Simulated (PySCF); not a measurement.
PySCF 2.14 output of an unrestricted r2SCAN calculation on a single atom or ion in aug-cc-pVQZ-PP with one added diffuse shell each of s, p, d, f, g type with ECP28MDF (8s8p6d4f3g, 117 functions), with scalar relativity through the core potential:

```
SCF conv_tol = 1e-09
number electrons alpha = 14  beta = 10
    J. W. Furness, A. D. Kaplan, J. Ning, J. P. Perdew, and J. Sun.,  J. Phys. Chem. Lett. 11, 8208-8215 (2020)
    J. W. Furness, A. D. Kaplan, J. Ning, J. P. Perdew, and J. Sun.,  J. Phys. Chem. Lett. 11, 9248-9248 (2020)
    J. W. Furness, A. D. Kaplan, J. Ning, J. P. Perdew, and J. Sun.,  J. Phys. Chem. Lett. 11, 8208-8215 (2020)
    J. W. Furness, A. D. Kaplan, J. Ning, J. P. Perdew, and J. Sun.,  J. Phys. Chem. Lett. 11, 9248-9248 (2020)
cycle= 1 E= -327.238002853947  delta_E= -0.00895  |g|= 0.0237  |ddm|=    1
cycle= 2 E= -327.238625855473  delta_E= -0.000623  |g|= 0.0258  |ddm|= 0.613
cycle= 3 E= -327.237086493247  delta_E= 0.00154  |g|= 0.00488  |ddm|= 0.388
cycle= 4 E= -327.237059375343  delta_E= 2.71e-05  |g|= 0.00159  |ddm|= 0.071
cycle= 5 E= -327.237060478117  delta_E= -1.1e-06  |g|= 0.000521  |ddm|= 0.0174
cycle= 6 E= -327.237060560433  delta_E= -8.23e-08  |g|= 8.93e-05  |ddm|= 0.00559
cycle= 7 E= -327.237060563991  delta_E= -3.56e-09  |g|= 2.42e-05  |ddm|= 0.00123
cycle= 8 E= -327.237060562387  delta_E= 1.6e-09  |g|= 5.52e-06  |ddm|= 0.00047
cycle= 9 E= -327.237060562328  delta_E= 5.91e-11  |g|= 6.35e-07  |ddm|= 8.31e-05
converged SCF energy = -327.237060562328  <S^2> = 6.0040071  2S+1 = 5.0016026
```

The run itself started from symmetry-adapted Hartree-Fock orbitals and held the occupation by maximum overlap, on a logarithmic radial grid, so the iterations belong to that start.

Problem. Which element, charge and spin multiplicity is this?

Solution. Xe²⁺ (xenon, charge +2), multiplicity 5; the state was [Kr] 4d10 5s1 5p4 6s1, high-spin 5P determinant (an excited configuration).

Energies and moments cover only the electrons outside the core potential. The outer electron is Rydberg-like, and this basis confines it to a smaller radius and binds it less than a complete one would.
